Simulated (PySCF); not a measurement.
A structure optimised at B3LYP-D3(BJ)/def2-SVP, used in a PySCF frequency run:

```
In
C 1 2.1487
C 2 1.3401 1 122.88
H 3 1.0966 2 122.76 1 0.00
H 2 1.0968 3 119.08 4 180.00
H 3 1.0983 4 115.24 2 180.00
C 1 2.1646 2 135.23 5 180.00
H 7 1.0986 1 111.37 2 0.00
H 7 1.0996 8 109.78 1 -120.22
H 7 1.0996 8 109.78 9 -119.55
Cl 1 2.3956 2 111.49 5 0.00
```

**Question.** Write its SMILES, formula and point group.

**Answer.** C=[CH][In]([CH3])[Cl], C3H6ClIn, Cs

**Question.** What are its rotational constants (standard atomic weights)?

**Answer.** 3.1913, 1.5688, 1.0589 GHz
